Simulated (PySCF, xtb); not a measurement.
C2H4NO, SMILES CC([NH])=O (connectivity only; charge and spin as stated), charge -1, multiplicity 1. Other conformers were not sampled.

Harmonic wavenumbers (cm⁻¹) from xtb 6.7.1 with GFN2-xTB at its own minimum, in rising order: 85, 405, 549, 550, 797, 852, 976, 986, 1236, 1335, 1361, 1495, 1499, 1716, 2966, 2978, 3013, 3217.

Task: What does PBE-D3(BJ)/def2-SVPD run with PySCF give at its own minimum? (Estimate from the structure and the level; the computed values follow.)

Result: 120, 416, 536, 563, 809, 830, 949, 991, 1155, 1249, 1354, 1388, 1395, 1582, 2936, 3013, 3041, 3321. Paired by order, the mean absolute difference is 47 cm⁻¹ and the zero-point energies are 37.2 and 36.7 kcal/mol.
